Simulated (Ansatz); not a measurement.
C2H9NSi2 can be A, `CC1[SiH2]N1[SiH3]`, or B, `C/C([SiH3])=N\[SiH3]`.

Computed with Ansatz on PBE0-D4/def2-TZVP structures; ΔE is electronic, products minus reactants. CCSD(T)/CBS is the MP2 limit (def2-TZVPP, def2-QZVPP) plus CCSD(T) − MP2 in def2-TZVPP, frozen cores. Functionals use def2-TZVPP. B3LYP here is the variant with VWN-RPA as its local correlation; programs differ in this.

Problem. Which isomer does CCSD(T)/CBS put lower? Give the gap. (An estimate is asked.)

Solution. The calculation gave: A, by 5.4 kcal/mol.

Problem. Give E(B) − E(A) in kcal/mol with ωB97M-V, MP2/def2-TZVPP, B3LYP-D4, CCSD/def2-TZVPP, B3LYP, PBE0-D4, PBE-D4. (Best estimate.)

Solution. Ansatz gave: ωB97M-V 5.8, MP2/def2-TZVPP 7.8, B3LYP-D4 2.2, CCSD/def2-TZVPP 4.8, B3LYP 1.8, PBE0-D4 6.6, PBE-D4 4.3. None reverses the order clearly.

Largest T1 diagnostic: 0.013.

From PBE to PBE0 (25 % exact exchange), in def2-TZVPP and without D4, E(B) − E(A) moves by +2.3 kcal/mol. In def2-TZVPP, CCSD(T) changes the Hartree–Fock value by +4.0 kcal/mol (the triples alone add −0.3 kcal/mol) and MP2 by +7.4 kcal/mol.
